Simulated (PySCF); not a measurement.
# Polarisability and C₆ of Pt⁺ (platinum, charge +1)

[Xe] 4f14 5d8 6s1, high-spin 4F determinant (an excited configuration). Calculation: PySCF 2.14, in aug-cc-pVQZ-PP with ECP60MDF; a scalar-relativistic core potential. Coupled (time-dependent) response in atomic units; α is the mean over directions.

```json
{"method": "UHF", "mean α (bohr³)": "28.08", "C₆ (like pair)": "216.4", "S(−4)": "395.2"}
{"method": "PBE", "mean α (bohr³)": "22.52", "C₆ (like pair)": "179.9", "S(−4)": "182.4"}
```

S(−4) is the Cauchy moment in α(ω) = α(0) + S(−4) ω² + …

Spin-orbit coupling is absent.

α(iu) at PBE:

```json
{"u (hartree)": "0", "α(iu) (bohr³)": "22.52"}
{"u (hartree)": "0.0500", "α(iu) (bohr³)": "22.08"}
{"u (hartree)": "0.100", "α(iu) (bohr³)": "20.90"}
{"u (hartree)": "0.200", "α(iu) (bohr³)": "17.58"}
{"u (hartree)": "0.300", "α(iu) (bohr³)": "14.45"}
{"u (hartree)": "0.500", "α(iu) (bohr³)": "10.17"}
{"u (hartree)": "0.750", "α(iu) (bohr³)": "7.192"}
{"u (hartree)": "1.00", "α(iu) (bohr³)": "5.439"}
{"u (hartree)": "1.50", "α(iu) (bohr³)": "3.473"}
{"u (hartree)": "2.00", "α(iu) (bohr³)": "2.415"}
{"u (hartree)": "3.00", "α(iu) (bohr³)": "1.354"}
{"u (hartree)": "5.00", "α(iu) (bohr³)": "0.5889"}
```

A single London oscillator, α(iu) = α/(1 + u²/ω²), gives C₆ = (3/4) ω α². Matching the computed C₆ needs ω = 4 × 179.9 / (3 × 22.52²) = 0.473 hartree.

For an ion, C₆ is the dispersion term alone; charge-induced terms of lower order in 1/R come first.

Energies and moments cover only the electrons outside the core potential. Spin-orbit coupling, absent here, splits the open shell strongly.
